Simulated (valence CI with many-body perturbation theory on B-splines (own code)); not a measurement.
**E1 line list for Sb45+**

Computed by relativistic CI+MBPT: four valence electrons over a frozen Dirac-Fock core [He], radial functions for each j: 11 s, 11 p, 10 d, 8 f, 5 g, 2 h, with the one-electron correlation potential Σ1, the two-electron term Σ2, the three-electron term Σ3, Breit, model QED; selected CI, second order for the rest, scaled by the run's own slope (own B-spline code, finite nucleus).

No measured spectrum was set against this ion. As an estimate, large intervals hold to a few tenths of a per cent, small ones and those within an open d or f shell to about a per cent. Among the levels kept, up to 840 cm⁻¹ of a level comes from second order outside the variational space, and about a tenth of that is noise between levels of different J, which matters for small intervals.

Lines 101 to 150 of 546 in falling wavelength, among levels below 405.69 Ry, chosen from the strongest by gf and those to the six lowest levels. Wavelengths and rates use the calculated energies. Electric multipoles are in the length gauge with retardation, E1 and E2 with the static RPA response of the core. Weak lines are less certain than strong ones. Lines between different terms over intervals too small for the method are left out, as are lines whose strength nearly cancels. The highest levels of a list are the least certain.

Levels are named by their leading jj configuration (3d3/2^4 stands for four electrons in 3d with j = 3/2), which in mixed levels can hold well under half, so a name can repeat and another be missing. Letters in brackets count levels of one name in rising energy.

```csv
λ vac (Å),Upper,Lower,A (s⁻¹),S (a.u.) with core polarisation,S without
89.36,(2s 2p1/2 2p3/2 3p3/2) J=2 [d],(2s 2p1/2 2p3/2 3s) J=2 [c],1.73e+10,3.05e-02,3.05e-02
89.24,(2s 2p1/2 2p3/2 3d3/2) J=3 [b],(2s 2p1/2 2p3/2 3p1/2) J=3,1.27e+10,3.12e-02,3.12e-02
89.07,(2s 2p3/2^2 3d5/2) J=4 [a],(2s 2p3/2^2 3p1/2) J=3,1.51e+10,4.73e-02,4.73e-02
88.95,(2s 2p1/2 2p3/2 3d3/2) J=2 [c],(2s 2p1/2 2p3/2 3p1/2) J=1 [b],2.02e+10,3.52e-02,3.52e-02
88.95,(2p1/2 2p3/2^2 3p1/2) J=3,(2s 2p3/2^2 3p1/2) J=2 [b],2.67e+10,6.49e-02,6.49e-02
88.82,(2s 2p3/2^2 3p3/2) J=2 [c],(2s 2p3/2^2 3s) J=1 [b],1.86e+10,3.22e-02,3.22e-02
88.48,(2s 2p1/2 2p3/2 3p3/2) J=2 [d],(2s 2p1/2 2p3/2 3s) J=1 [c],3.07e+10,5.24e-02,5.24e-02
88.27,(2s^2 2p1/2 3p3/2) J=2,(2s^2 2p1/2 3s) J=1,6.34e+10,1.08e-01,1.08e-01
88.18,(2s 2p3/2^2 3p3/2) J=2 [a],(2s 2p3/2^2 3s) J=2 [a],3.99e+10,6.76e-02,6.76e-02
87.03,(2p1/2^2 2p3/2 3p3/2) J=2,(2p1/2^2 2p3/2 3s) J=2,3.47e+10,5.65e-02,5.65e-02
86.41,(2s 2p1/2 2p3/2 3p3/2) J=3 [b],(2s 2p1/2 2p3/2 3s) J=3,1.67e+10,3.72e-02,3.72e-02
86.00,(2s 2p3/2^2 3p3/2) J=2 [c],(2s 2p3/2^2 3s) J=1 [a],1.90e+10,2.99e-02,2.99e-02
85.98,(2s 2p1/2 2p3/2 3p3/2) J=2 [d],(2s 2p1/2 2p3/2 3s) J=1 [b],2.07e+10,3.25e-02,3.25e-02
85.80,(2s^2 2p3/2 3p3/2) J=2,(2s^2 2p3/2 3s) J=2,1.78e+10,2.77e-02,2.77e-02
85.11,(2s 2p1/2 2p3/2 3s) J=3,(2s^2 2p3/2 3s) J=2,4.07e+10,8.67e-02,8.67e-02
84.13,(2s 2p1/2 2p3/2 3p3/2) J=4,(2s^2 2p3/2 3p3/2) J=3,9.49e+09,2.51e-02,2.51e-02
83.19,(2p1/2 2p3/2^2 3p3/2) J=2 [b],(2p1/2 2p3/2^2 3s) J=2 [b],5.82e+10,8.27e-02,8.27e-02
82.62,(2s 2p1/2 2p3/2 3p3/2) J=1 [d],(2s 2p1/2 2p3/2 3s) J=1 [b],4.38e+10,3.66e-02,3.66e-02
82.43,(2s 2p1/2 2p3/2 3p3/2) J=2 [a],(2s 2p1/2 2p3/2 3s) J=2 [a],2.75e+10,3.81e-02,3.81e-02
81.99,(2p1/2^2 2p3/2 3p3/2) J=0,(2p1/2^2 2p3/2 3s) J=1,1.04e+11,2.83e-02,2.84e-02
81.52,(2p1/2 2p3/2^2 3p3/2) J=3 [b],(2s 2p3/2^2 3p3/2) J=3 [b],1.53e+10,2.85e-02,2.86e-02
81.40,(2p1/2 2p3/2^2 3s) J=3,(2s 2p3/2^2 3s) J=2 [b],3.78e+10,7.04e-02,7.05e-02
79.91,(2s 2p1/2 2p3/2 3s) J=2 [b],(2s^2 2p3/2 3s) J=1,3.38e+10,4.26e-02,4.26e-02
79.65,(2s 2p1/2^2 2p3/2) J=2,(2s^2 2p1/2 2p3/2) J=2,4.23e+09,5.27e-03,5.28e-03
78.31,(2p1/2 2p3/2^2 3p3/2) J=1 [b],(2p1/2 2p3/2^2 3s) J=1 [a],3.21e+10,2.28e-02,2.28e-02
76.98,(2s 2p3/2^2 3p3/2) J=1 [c],(2s 2p3/2^2 3s) J=1 [b],7.60e+10,5.13e-02,5.13e-02
75.71,(2s 2p1/2 2p3/2^2) J=3,(2s^2 2p3/2^2) J=2,7.65e+09,1.15e-02,1.15e-02
75.28,(2s 2p1/2 2p3/2 3p3/2) J=3 [b],(2s^2 2p3/2 3p3/2) J=3,2.78e+10,4.10e-02,4.10e-02
72.66,(2s 2p1/2^2 2p3/2) J=2,(2s^2 2p1/2 2p3/2) J=1,7.46e+09,7.07e-03,7.08e-03
58.65,(2s 2p1/2 2p3/2^2) J=1 [a],(2s^2 2p3/2^2) J=2,7.92e+09,2.37e-03,2.37e-03
58.19,(2s 2p1/2^2 2p3/2) J=1,(2s^2 2p1/2 2p3/2) J=2,1.92e+10,5.59e-03,5.60e-03
58.06,(2p1/2^2 2p3/2 3d5/2) J=3,(2s 2p1/2 2p3/2 3d5/2) J=4 [b],3.21e+10,2.17e-02,2.17e-02
57.85,(2p1/2 2p3/2^2 3s) J=2 [b],(2s 2p3/2^2 3s) J=2 [a],3.41e+10,1.63e-02,1.63e-02
57.52,(2p1/2^2 2p3/2 3d3/2) J=3,(2s 2p1/2 2p3/2 3d3/2) J=4,3.57e+10,2.35e-02,2.35e-02
57.21,(2p1/2^2 2p3/2 3p3/2) J=3,(2s 2p1/2 2p3/2 3p3/2) J=4,4.04e+10,2.61e-02,2.62e-02
56.97,(2p1/2^2 2p3/2 3d5/2) J=4,(2s 2p1/2 2p3/2 3d5/2) J=5,4.20e+10,3.45e-02,3.46e-02
56.74,(2p1/2 2p3/2^2 3p3/2) J=4,(2s 2p3/2^2 3p3/2) J=4,2.30e+10,1.86e-02,1.87e-02
55.96,(2s 2p1/2 2p3/2^2) J=2 [b],(2s^2 2p3/2^2) J=2,1.09e+10,4.70e-03,4.71e-03
54.37,(2s 2p1/2^2 2p3/2) J=1,(2s^2 2p1/2 2p3/2) J=1,4.03e+09,9.60e-04,9.62e-04
51.03,(2p1/2^2 2p3/2^2) J=2,(2s 2p1/2 2p3/2^2) J=3,6.08e+10,2.00e-02,2.00e-02
30.84,(2s 2p3/2^2 3d5/2) J=5,(2s^2 2p3/2 3d5/2) J=4,7.99e+10,1.27e-02,1.28e-02
30.59,(2p1/2 2p3/2^2 3p3/2) J=2 [a],(2s 2p1/2 2p3/2 3p3/2) J=1 [c],1.43e+11,1.01e-02,1.01e-02
30.57,(2s 2p3/2^2 3s) J=3,(2s^2 2p3/2 3s) J=2,1.03e+11,1.02e-02,1.02e-02
30.09,(2p1/2 2p3/2^2 3d5/2) J=4,(2s 2p1/2 2p3/2 3d5/2) J=3 [c],9.30e+10,1.13e-02,1.13e-02
30.00,(2s 2p1/2 2p3/2^2) J=2 [a],(2s^2 2p1/2 2p3/2) J=1,1.17e+11,7.80e-03,7.81e-03
29.91,(2p1/2 2p3/2^2 3s) J=2 [a],(2s 2p1/2 2p3/2 3s) J=1 [c],1.73e+11,1.14e-02,1.15e-02
29.87,(2p1/2 2p3/2^2 3d3/2) J=3,(2s 2p1/2 2p3/2 3d3/2) J=2 [c],1.00e+11,9.21e-03,9.23e-03
29.82,(2p1/2 2p3/2^2 3p3/2) J=3 [a],(2s 2p1/2 2p3/2 3p3/2) J=2 [c],1.87e+11,1.72e-02,1.72e-02
29.45,(2p1/2 2p3/2^2 3p3/2) J=3 [b],(2s 2p1/2 2p3/2 3p3/2) J=2 [d],1.10e+11,9.68e-03,9.70e-03
29.45,(2p1/2 2p3/2^2 3p1/2) J=2 [a],(2s 2p1/2 2p3/2 3p1/2) J=1 [b],1.59e+11,1.00e-02,1.00e-02
```
